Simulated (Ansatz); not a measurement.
F4Hf (SMILES [F][Hf]([F])([F])[F]), singlet, at a GFN2-xTB geometry (such geometries of metal compounds can be far from the true shape) (core potentials on Hf); CAM-B3LYP/def2-TZVP (Ansatz, a program for electronic structure).

Ansatz was given this input:
Ansatz 0.2 input:
```yaml
crystal:
  periodic: [false, false, false]
  atoms:
    - {symbol: Hf, position_ang: [-0.00000000, 0.00000000, -0.00000000]}
    - {symbol: F, position_ang: [1.21558587, 0.85640659, -1.05175432]}
    - {symbol: F, position_ang: [0.86325054, -1.17202911, 1.09472128]}
    - {symbol: F, position_ang: [-1.17976357, -0.90664430, -1.05043917]}
    - {symbol: F, position_ang: [-0.89907285, 1.22226682, 1.00747221]}
basis:
  gaussian:
    orbitals: def2-TZVP
hamiltonian:
  xc: cam_b3lyp
```

What the program printed (banner, timings and long lists left out):

```
Functional definition: CAM-B3LYP
997 factors; their error is unknown
207 factors; integrals over basis functions are off by at most 1.4e-5 eV
mean field evaluation 1: about -12176.7876 eV, gradient 7.6e1 eV
mean field evaluation 2: about -12164.2986 eV, gradient 1.3e2 eV
mean field evaluation 4: about -12184.8409 eV, gradient 1.1e0 eV
mean field evaluation 8: about -12184.8863 eV, gradient 9.5e-2 eV
mean field -12184.88629584 eV, -447.7863121594 hartree, gradient 5.8e-5 eV, S^2 0.000000; 0 other end points of the search recorded, 0 dependent functions left out
reference -12184.88641576 eV, -447.7863165666 hartree; 24, 24 occupied and 140, 140 virtual orbitals, 997 factors
Total energy: -12184.88641576 eV, -447.7863165666 hartree
```
